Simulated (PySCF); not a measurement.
## Nb⁺: excitation energy

Nb⁺ [Kr] 4d4 (5D) → Nb⁺ [Kr] 4d3 5s1 (5F), as a difference of total energies. Computed with PySCF 2.14 in def2-TZVPPD with the def2 core potential (28 electrons) (6s4p3d2f1g, 56 functions), with a scalar-relativistic core potential. Correlated levels: valence: 4s2 4p6 frozen; valence and next inner shell: nothing frozen outside the core potential. The calculations carry no spin-orbit coupling.

| method | excitation energy (eV) | error (eV) |
| --- | --- | --- |
| UHF | 0.030 | -0.296 |
| LDA | 0.177 | -0.149 |
| PBE | 0.192 | -0.134 |
| BHandHLYP | 0.207 | -0.119 |
| M06-L | 0.646 | +0.320 |
| wB97X-V | 0.335 | +0.009 |
| LC-wPBE | 0.445 | +0.119 |
| MP2 (valence) | 0.222 | -0.104 |
| SCS-MP2 (valence) | 0.094 | -0.232 |
| MP2 (valence and next inner shell) | 0.207 | -0.119 |
| SCS-MP2 (valence and next inner shell) | 0.120 | -0.206 |

Reference: 0.326 eV (measured; NIST levels, between the centres of gravity of the two terms).

Errors of the correlated levels include the incompleteness of this basis and the frozen core.
